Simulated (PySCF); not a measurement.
## Ionisation energy of Ge²⁺ by level of theory

Ge²⁺ [Ar] 3d10 4s2 (1S) → Ge³⁺ [Ar] 3d10 4s1 (2S), as a difference of total energies. Calculation: PySCF 2.14, in aug-cc-pVQZ-PP with ECP10MDF (7s6p5d3f2g, 89 functions); scalar relativity through the core potential. Correlated levels: valence: 3s2 3p6 3d10 frozen. The calculations carry no spin-orbit coupling.

```json
{"method": "UHF", "ionisation energy (eV)": "32.191", "error (eV)": "-1.867"}
{"method": "MP2 (valence)", "ionisation energy (eV)": "33.012", "error (eV)": "-1.046"}
{"method": "SCS-MP2 (valence)", "ionisation energy (eV)": "33.176", "error (eV)": "-0.882"}
{"method": "CCSD (valence)", "ionisation energy (eV)": "33.292", "error (eV)": "-0.766"}
```

Reference: 34.058 eV (measured; NIST Atomic Spectra Database, ionization energies).

Errors of the correlated levels include the incompleteness of this basis and the frozen core.

With two correlated electrons CCSD is exact in that space.
